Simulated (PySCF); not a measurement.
Computed IR spectrum (relative IR intensity) of a molecule C3H10Si2. The structure is a stationary point at ωB97X-D3(BJ)/def2-SVP. The values are those of a single conformer. These are ωB97X-D3(BJ)/def2-SVP in PySCF 2.14.0 values and carry that method's errors. Frequencies are harmonic and unscaled.

Lines under 2 % of the strongest are left out, and lines within 2 cm⁻¹ are merged.

ν (cm⁻¹): 658 (w), 664 (w), 734 (w), 750 (vw), 908 (vw), 938 (vs), 956 (w), 962 (m), 967 (m), 1114 (w), 1252 (vw), 1381 (vw), 2243 (m), 2247 (m), 2249 (m), 2253 (w) (against the strongest line: vs over 80 %, s over 45 %, m over 15 %, w over 4 %, vw less)

Problem. Which molecule gave these data?
(A) [SiH3][C@H]1C[C@@H]1[SiH3]
(B) [SiH3][SiH2]C1CC1
(C) CC=C([SiH3])[SiH3]
(D) C[C@@H]1C[SiH2][SiH2]1

Solution. A, [SiH3][C@H]1C[C@@H]1[SiH3]
